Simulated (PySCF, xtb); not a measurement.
BrCl, SMILES ClBr.

Harmonic wavenumbers (cm⁻¹) from GFN2-xTB in xtb 6.7.1 at its own minimum, in rising order: 376.

Question: What does PBE0-D3(BJ)/def2-TZVP run with PySCF 2.14.0 give at its own minimum? (An estimate is asked for; the answer gives what the named calculation found.)

Answer: 457. Paired by order, the mean absolute difference is 81 cm⁻¹ and the zero-point energies are 0.5 and 0.7 kcal/mol.
